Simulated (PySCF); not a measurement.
Run record: geometry optimisation, `[SbH]` [triplet].

Method: PBE0-D3(BJ)/def2-SVP geometry optimisation, gas phase, def2 core potentials past Kr (PySCF 2.14.0). Start geometry: GFN2-xTB. The input is one job of a driver script: a line of settings, then coordinates in Å.

Input:
```
{"job": {"xc": "PBE0", "basis": "def2-SVP", "d3": "d3bj", "grid": 1, "maxiter": 30, "shake": 0.01, "kind": "geom"}, "charge": 0, "multiplicity": 3}
Sb     0.902070    -0.028610     0.001530
H     -0.884580    -0.000210    -0.013650
```

Output:
```
step   0  E = -240.81113065  max force = 0.014513
step   1  E = -240.80973010  max force = 0.026339
step   2  E = -240.81196435  max force = 0.003468
step   3  E = -240.81201189  max force = 0.000571
step   4  E = -240.81201326  max force = 0.000016
optimisation converged
```

Energies in Eh; «max force» is the largest Cartesian gradient component in Eh/bohr.

Problem. How much energy does the optimisation release, in eV?

Solution. E(step 0) − E(last step) = 0.000883 Eh, which is 0.024 eV.

Main results: final energy -240.81201 Eh after 4 steps; dipole 0.12 D.

Problem. How long does this job take on an Intel Xeon Platinum 8259CL at 2.50 GHz with one thread, no GPU, shared host with 96 logical CPUs at a one-minute load of 58? And the peak memory of the process?

Solution. About 7.2 s, with 0.25 GiB resident at the peak, the Python interpreter and its libraries included.
Labels such as C1 count atoms from 1, the log's own numbers from 0.
